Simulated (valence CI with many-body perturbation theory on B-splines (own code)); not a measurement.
# Questions on Pt⁴⁵⁺

Calculated by configuration interaction combined with many-body perturbation theory (CI+MBPT): five valence electrons over a frozen Dirac-Fock core [Ar] 3d10, a basis of 11 s, 11 p, 10 d, 8 f, 5 g, 2 h functions for each j, with the one-electron correlation potential Σ1, the two-electron term Σ2, the three-electron term Σ3, Breit, model QED; selected CI, second order for the rest, scaled by the run's own slope (own B-spline code, finite nucleus).

The last digits are not significant, and no measured levels were compared; by estimate large intervals hold to a few tenths of a per cent, small ones and those within an open d or f shell to about a per cent. Among the levels kept, up to 2200 cm⁻¹ of a level comes from second order outside the variational space, and about a tenth of that is noise between levels of different J, which matters for small intervals.

Levels are named by their leading jj configuration (3d3/2^4 stands for four electrons in 3d with j = 3/2), which in mixed levels can hold well under half, so a name can repeat and another be missing.

Rates and lifetimes use the calculated energies. Strong lines usually hold to 10 to 20 %, long lifetimes can be off by a factor of two.

Task: What is the ground level?

Result: (4s^2 4p1/2^2 4p3/2) J=3/2, composition 47 % 4s2 4p3 2P° + 27 % 4s2 4p3 2D° + 26 % 4s2 4p3 4S°, g = 1.356.

Task: How well does LS coupling describe the low levels?

Result: Among the lowest 20 levels the leading LS term, summed over configurations, holds 54 % on average. For single configurations the figures are 53 % in LS and 95 % in jj coupling. Terms mix most in the J = 5/2 level at 201.07 eV, where the leading one holds 31 %.

Task: Among levels below 642.86 eV, which E1 lines absorb most strongly from the ground level?

Result: to (4s^2 4p1/2 4p3/2 4d3/2) J=5/2 at 4.012 nm, f = 0.759; to (4s^2 4p1/2 4p3/2 4d3/2) J=3/2 at 3.992 nm, f = 0.649; to (4s 4p1/2^2 4p3/2^2) J=3/2 at 5.025 nm, f = 0.270.

Task: Where does the other parity begin?

Result: At (4s^2 4p1/2^2 4d3/2) J=3/2, 168.32 eV.

Task: What is the ionisation energy?

Result: 2351.8 eV; NIST lists 2350 ± 4 eV (theoretical).
